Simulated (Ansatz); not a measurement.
`[F][Ga]([Cl])[O][SiH3]`, 8 atoms. The species carries charge 0 and has multiplicity 1. Correlated methods include outer-core shells of Ga, which these sets cover unevenly. Scalar relativity is left out up to krypton. All runs use 4 threads of an AMD EPYC 7B13 on a shared host. Correlated methods freeze the cores.

Question: How many basis functions does each run have, and how long does it take in Ansatz? RKS PBE0-D4/def2-QZVPP energy; RKS ωB97M-V/def2-SVP energy; RKS BLYP-D4/def2-TZVPP energy; RKS PBE0-D4/def2-TZVP frequencies; RHF-MP2/def2-QZVPP energy; RHF-CCSD(T)/def2-SVP energy; RKS PBE0-D4/def2-TZVP relaxation (28 steps); RKS revPBE-D4/def2-TZVPP energy; RKS ωB97M-V/def2-QZVPP energy; RKS PBE0-D4/def2-SVP energy; RKS ωB97X-V/def2-TZVPP energy; RHF-CCSD(T)/def2-TZVPP energy. (Estimate.)

Answer: Computed: Other jobs shared the machine, so times are rough.

```csv
level,job,functions,wall time,peak host memory (GiB)
RKS PBE0-D4/def2-SVP,energy,111,1.4 s,0.27
RKS BLYP-D4/def2-TZVPP,energy,236,1.8 s,0.34
RKS revPBE-D4/def2-TZVPP,energy,236,2 s,0.34
RKS ωB97M-V/def2-SVP,energy,111,4.1 s,0.39
RHF-CCSD(T)/def2-SVP,energy,111,6 s,0.51
RKS ωB97X-V/def2-TZVPP,energy,236,7 s,0.95
RKS PBE0-D4/def2-QZVPP,energy,433,9 s,1.9
RHF-MP2/def2-QZVPP,energy,433,17 s,2.3
RKS ωB97M-V/def2-QZVPP,energy,433,17 s,2.2
RKS PBE0-D4/def2-TZVP,relaxation (28 steps),202,97 s,0.7
RKS PBE0-D4/def2-TZVP,frequencies,202,110 s,0.68
RHF-CCSD(T)/def2-TZVPP,energy,236,2.2 min,4.2
```
